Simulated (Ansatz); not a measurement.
`Cl[SiH2]Br`. Charge 0, multiplicity 1. The geometry is a stationary point of PBE0-D4/def2-TZVP.

```xyz
5

Cl    0.622   -0.476   -1.818
Si   -0.139   -0.072    0.032
Br    1.196    1.298    1.132
H    -0.231   -1.337    0.787
H    -1.448    0.588   -0.133
```

Problem. What is the dipole moment at PBE/def2-TZVPP? (Best estimate.)

Solution. Ansatz gave: 1.01 D, with components (-0.86, -0.38, 0.35) D in this frame, pointing from negative to positive charge.

Problem. And with r2SCAN, B3LYP, ωB97M-V? (An estimate is asked.)

Solution. Computed: r2SCAN 1.08 D, B3LYP 1.11 D, ωB97M-V 1.12 D.

Problem. Give the Mulliken charges with PBE, B3LYP, ωB97M-V in def2-TZVPP. (Estimate.)

Solution. Ansatz gave: 
```tsv
atom	PBE	B3LYP	ωB97M-V
Cl1	-0.19	-0.22	-0.19
Si2	0.43	0.49	0.37
Br3	-0.17	-0.20	-0.17
H4	-0.03	-0.04	0.00
H5	-0.03	-0.04	0.00
```

B3LYP here is the variant with VWN-RPA as its local correlation; programs differ in this.
